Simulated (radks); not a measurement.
Results of a calculation; reference values are marked as such.
All-electron atom: Pt I in [Xe] 4f13 5d9 6s1 6p1 (not the ground configuration).

Level of theory: Dirac Kohn-Sham, PBE, spin-unpolarised, spherical densities, finite nucleus; open shells fill j = l - 1/2 first; Fermi nuclear charge, rms radius 5.427 fm (a radial shooting solver on a logarithmic mesh with Libxc functionals).

Energy parts (eV):
total: -501782.83
kinetic: 573783.00
electron-nucleus: -1260368.40
Hartree: 194496.19
exchange-correlation: -9693.62

Orbitals (lengths in bohr, moments of r in powers of bohr; r(max) is where P^2 peaks):
orbital  occ.  eigenvalue (eV)      <r>   <1/r>   r(max)
1s1/2       2        -78287.92  0.01715   93.89  0.01062
2s1/2       2        -13757.49  0.07171   23.03  0.06144
2p1/2       2        -13189.89  0.05907   23.00  0.04532
2p3/2       4        -11461.24  0.06750   18.86  0.05259
3s1/2       2        -3246.149   0.1866   8.456   0.1729
3p1/2       2        -2990.524   0.1768   8.371   0.1615
3p3/2       4        -2610.574   0.1923   7.295   0.1762
3d3/2       4        -2183.500   0.1676   7.191   0.1374
3d5/2       6        -2101.631   0.1724   6.944   0.1415
4s1/2       2        -710.3037   0.4141   3.582   0.3901
4p1/2       2        -601.6296   0.4168   3.473   0.3885
4p3/2       4        -510.5195   0.4503   3.101   0.4188
4d3/2       4        -332.1427   0.4593   2.899   0.4121
4d5/2       6        -315.1126   0.4702   2.813   0.4215
4f5/2       6         -87.1548   0.5024   2.442   0.3800
4f7/2       7         -83.5858   0.5092   2.408   0.3845
5s1/2       2        -109.7733   0.9406   1.456   0.8624
5p1/2       2         -74.4434    1.016   1.332   0.9111
5p3/2       4         -58.7288    1.111   1.194   0.9890
5d3/2       4         -11.5676    1.521  0.8711    1.195
5d5/2       5          -9.9892    1.587  0.8345    1.232
6s1/2       1          -7.6152    2.738  0.4670    2.271
6p1/2       1          -2.3835    3.875  0.3310    2.941
6p3/2       0          -1.6740    4.523  0.2820    3.399

The highest occupied level is 6p1/2 at -2.383 eV. Summed over all electrons, <r^2> = 71.29 bohr^2, which gives a Langevin (diamagnetic) susceptibility term of -56.5 x 10^-6 cm^3/mol. The density falls to 0.001 e/bohr^3 at r = 4.62 bohr.
